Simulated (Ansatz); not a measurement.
Mulliken charges of ClH$_{3}$Se$_{3}$Zr (`[Cl][Zr]([SeH])([SeH])[SeH]`) from PBE/def2-TZVPP in Ansatz (PBE0-D4/def2-TZVP geometry).

```json
{"atom": "Cl1", "x (Å)": "-2.799", "y (Å)": "-0.605", "z (Å)": "0.517", "charge (e)": "-0.236"}
{"atom": "Zr2", "x (Å)": "-0.520", "y (Å)": "-0.288", "z (Å)": "0.203", "charge (e)": "0.521"}
{"atom": "Se3", "x (Å)": "0.340", "y (Å)": "1.786", "z (Å)": "1.413", "charge (e)": "-0.174"}
{"atom": "Se4", "x (Å)": "0.830", "y (Å)": "-2.186", "z (Å)": "1.239", "charge (e)": "-0.178"}
{"atom": "Se5", "x (Å)": "0.019", "y (Å)": "-0.064", "z (Å)": "-2.288", "charge (e)": "-0.192"}
{"atom": "H6", "x (Å)": "-0.702", "y (Å)": "2.553", "z (Å)": "0.700", "charge (e)": "0.076"}
{"atom": "H7", "x (Å)": "1.737", "y (Å)": "-2.051", "z (Å)": "0.085", "charge (e)": "0.091"}
{"atom": "H8", "x (Å)": "1.094", "y (Å)": "0.854", "z (Å)": "-1.867", "charge (e)": "0.094"}
```

Task: By hand: the dipole of these point charges (1 e Å = 4.8032 D).

Result: Σ q r = (0.387, 0.171, -0.158) e Å, of length 0.452 e Å = 2.17 D.

Task: How does the dipole of the full density compare? (An estimate is asked.)

Result: Ansatz gave: (0.139, 0.082, -0.102) e Å, 0.92 D; the point charges give 2.36 times that, at 13° from its direction.

Point charges leave out the atoms' own dipoles, such as those of lone pairs, and Mulliken's split depends on the basis, so the two needn't agree.
